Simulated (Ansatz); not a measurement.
Cl₂GeH₂O₂, SMILES `[OH][Ge]([OH])([Cl])[Cl]`, relaxed with RKS PBE-D4/def2-SVP in Ansatz from a rough embedded geometry. The force threshold is 0.03 eV/Å; the program also tests the step.

The species carries charge 0 and has multiplicity 1.

Start:

```xyz
7

O    -1.538   -0.249    0.076
Ge    0.208   -0.113   -0.139
O     0.940   -0.087    1.463
Cl    1.014   -1.757   -1.200
Cl    0.717    1.705   -1.209
H    -1.903   -0.253   -0.928
H     0.560    0.753    1.937
```

```json
{"step": "1", "energy (eV)": "-85652.5562", "largest force (eV/Å)": "2.435", "largest move (Å)": "0.000"}
{"step": "2", "energy (eV)": "-85652.7942", "largest force (eV/Å)": "0.915", "largest move (Å)": "0.057"}
{"step": "3", "energy (eV)": "-85652.8273", "largest force (eV/Å)": "0.316", "largest move (Å)": "0.067"}
{"step": "4", "energy (eV)": "-85652.8316", "largest force (eV/Å)": "0.120", "largest move (Å)": "0.019"}
{"step": "5", "energy (eV)": "-85652.8329", "largest force (eV/Å)": "0.160", "largest move (Å)": "0.040"}
{"step": "6", "energy (eV)": "-85652.8329", "largest force (eV/Å)": "0.163", "largest move (Å)": "0.003"}
{"step": "7 (rejected)", "energy (eV)": "-85652.8078", "largest force (eV/Å)": "1.062", "largest move (Å)": "0.195"}
{"step": "8", "energy (eV)": "-85652.8342", "largest force (eV/Å)": "0.129", "largest move (Å)": "0.043"}
{"step": "9", "energy (eV)": "-85652.8352", "largest force (eV/Å)": "0.016", "largest move (Å)": "0.049"}
{"step": "10 (rejected)", "energy (eV)": "-85652.8350", "largest force (eV/Å)": "0.103", "largest move (Å)": "0.059"}
{"step": "11", "energy (eV)": "-85652.8354", "largest force (eV/Å)": "0.019", "largest move (Å)": "0.029"}
{"step": "12 (rejected)", "energy (eV)": "-85652.8352", "largest force (eV/Å)": "0.170", "largest move (Å)": "0.057"}
{"step": "13", "energy (eV)": "-85652.8355", "largest force (eV/Å)": "0.040", "largest move (Å)": "0.028"}
{"step": "14 (rejected)", "energy (eV)": "-85652.8354", "largest force (eV/Å)": "0.096", "largest move (Å)": "0.031"}
{"step": "15", "energy (eV)": "-85652.8357", "largest force (eV/Å)": "0.007", "largest move (Å)": "0.016"}
```

End:

```xyz
7

O    -1.511   -0.259    0.026
Ge    0.248   -0.103   -0.171
O     0.968   -0.055    1.442
Cl    1.133   -1.784   -1.173
Cl    0.665    1.681   -1.329
H    -1.975   -0.046   -0.806
H     0.472    0.566    2.011
```

It took 18 s on 4 threads of an Arm Neoverse V1 on a shared host, with 0.16 GiB of host memory at the peak.
